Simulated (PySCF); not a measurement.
**TiCl3: pyramidal angle varied**

TiCl3: Ti(III) (d1), charge 0. The structure is a model geometry with rigid ligands and bond lengths from ionic radii, not a minimum; coordination trigonal planar, point group D3h, metal–donor distances 2.20 Å.

```
4

Ti    0.000    0.000    0.000
Cl    2.200    0.000    0.000
Cl   -1.100    1.905    0.000
Cl   -1.100   -1.905    0.000
```

Method (PySCF 2.14, density fitting): CASSCF(1,5) with orbitals averaged over all microstates of the shell, strongly contracted NEVPT2 on the averaged canonical orbitals; basis x2c-TZVPall on the metal, x2c-SVPall elsewhere; spin-free X2C; gas phase; spin-orbit coupling by state interaction with the mean-field operator over all roots.

The angle between each bond and z grows from 90° (planar).

```tsv
pyramidal angle	group	ground	next state (NEVPT2) / cm⁻¹	orbital energies above the lowest (NEVPT2 fit) / cm⁻¹	μeff(300 K) / μB
90.0°	D3h	2A1'	2E'' 4020	0 4020 4020 14912 14912	1.78
95.0°	C3v	2A1	2E 4008	0 4008 4008 14769 14769	1.78
100.0°	C3v	2A1	2E 3968	0 3968 3968 14354 14354	1.78
105.0°	C3v	2A1	2E 3888	0 3888 3888 13713 13713	1.78
110.0°	C3v	2A1	2E 3748	0 3748 3748 12922 12922	1.78
```

Charge-transfer states lie outside this active space and may come lower than some of these levels. NEVPT2 lifts 2E'' from 2772 to 4020 cm⁻¹; on the d shell alone such lifts tend to overshoot. NEVPT2 on the d shell alone tends to put d–d bands too high for such charged or covalently bound ions.
